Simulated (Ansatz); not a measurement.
`[OH][AlH]/[CH]=C/F` + HI → `[OH][AlH][I]` + `C=CF` at 298.15 K and 1 bar (ligand exchange at the Al–C bond).

Isolated molecules relaxed with PBE0-D4/def2-TZVP in Ansatz; ΔE leaves out vibrations. CCSD(T)/CBS adds triple-zeta CCSD(T) − MP2 to the extrapolated MP2 energy (def2 sets, frozen cores). Elements past krypton have def2 core potentials. For I outer-core shells are correlated without core-valence functions, which leaves a few kJ/mol of doubt a bond. Each species was taken in one conformer, which may not be the lowest.

| species | CCSD(T)/CBS energy (Eh) | H − E (kJ/mol) | S (J/(mol·K)) |
| --- | --- | --- | --- |
| `[OH][AlH]/[CH]=C/F` | -495.52390 | 165.6 | 338.6 |
| HI | -298.03592 | 22.7 | 206.5 |
| `[OH][AlH][I]` | -615.94705 | 71.5 | 308.8 |
| `C=CF` | -177.66469 | 127.2 | 252.2 |

H − E and S are ideal-gas, rigid-rotor, harmonic terms from PBE0-D4/def2-TZVP, for one conformer and one mirror image of each species. 1 Eh = 2625.50 kJ/mol, R = 8.31446 J/(mol·K).

By hand: ΔE, ΔH, ΔS and ΔG.

ΔE = (-615.94705) + (-177.66469) − (-495.52390) − (-298.03592) = -0.05192 Eh = -136.3 kJ/mol. Δ(H − E) = 71.5 + 127.2 − 165.6 − 22.7 = 10.4, so ΔH = -125.9 kJ/mol. ΔS = 308.8 + 252.2 − 338.6 − 206.5 = 15.9 J/(mol·K). ΔG = -125.9 − 298.15 × (15.9)/1000 = -130.6 kJ/mol.

By hand: the equilibrium constant, and the temperature at which ΔG would vanish if ΔH and ΔS stayed fixed.

log₁₀ K = −ΔG/(RT ln 10) = 22.9. ΔH and −TΔS have one sign here, so there is no such temperature.

ΔH outweighs TΔS. A doubt of 5 kJ/mol in ΔE shifts log₁₀ K by 0.9 here. Other conformers and mirror images would add mixing entropy, several J/(mol·K) or more a flexible species. These are equilibria of isolated gas molecules and say nothing of rates. Largest T1 diagnostic: 0.013 (customary marks: 0.02 for closed shells, 0.045 for open ones).
